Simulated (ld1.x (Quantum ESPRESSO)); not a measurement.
**Before and after: RRKJ potential for gallium (Ga)**

| Property | Result |
| --- | --- |
| Element | Ga (Z = 31) |
| Generator | ld1.x (Quantum ESPRESSO) 7.5 |
| Type | norm-conserving RRKJ (Kleinman–Bylander form) |
| Functional | LDA (PZ) |
| Relativity | fully relativistic |
| Frozen core | [Ar] |
| Valence charge | 13 |
| Reference configuration | 3d10 4s2 4p0 (charge +1) |
| Partial waves | 4p (bound, empty): rc 2.55 bohr; 3d (bound): rc 0.60 bohr; 4s (bound): rc 1.35 bohr |
| Local potential | the s channel |
| Core correction | Bessel-smoothed model core, default radius (core density twice the valence density) |
| rho0 | 0.01 |

Open shells are filled in proportion to 2j + 1 (rel_dist='average').

Change: wave 4p (bound): rc 2.55 bohr becomes 4p (bound): rc 1.76 bohr.

Cutoffs: the cutoffs (Ry, on a coarse ladder) from which the occupation-weighted sum of valence levels, in a spherical-Bessel basis at the reference potential, stays within 10 and 1 mRy of its value at 400 Ry; they do not see the model core or the augmentation charge, which bear on the density cutoff. Errors are all-electron minus pseudo energies relative to the spin-unpolarised reference configuration.

Predict the effect on cutoff, ghosts and configuration errors.

Both files keep a bound ghost (p); of the 7 tests that both files solve, the error grows in 2 and shrinks in 2 by more than 15 % and 0.3 meV (median size 2.9 → 2.1 meV).

| quantity | base | changed |
| --- | --- | --- |
| cutoff, loose | over 300 Ry | over 300 Ry |
| cutoff, tight | over 300 Ry | over 300 Ry |
| bound ghosts | p1/2 | p3/2, p1/2 |
| error for 3d10 4s2 4p1, meV [ΔE -5.89 eV] | -1.0 | -1.5 |
| error for 3d10 4s1 4p0, meV [ΔE 21.50 eV] | -2.9 | -2.9 |
| error for 3d10 4s0 4p0, meV [ΔE 53.10 eV] | -35 | -35 |
| error for 3d10 4s1 4p1, meV [ΔE 7.45 eV] | -3.1 | -1.1 |
| error for 3d10 4s0 4p3, meV [ΔE 7.65 eV] | -15 | -7.6 |
| error for 3d10 4s2 4p1.3, meV [ΔE -6.47 eV] | -1.5 | -2.1 |
| error for 3d10 4s2 4p0.5, meV [ΔE -3.77 eV] | -0.3 | -0.5 |

 A true bound ghost makes a file unfit for plane-wave use even where its test errors are small: the radial tests pick states by their node count and pass the ghost by.
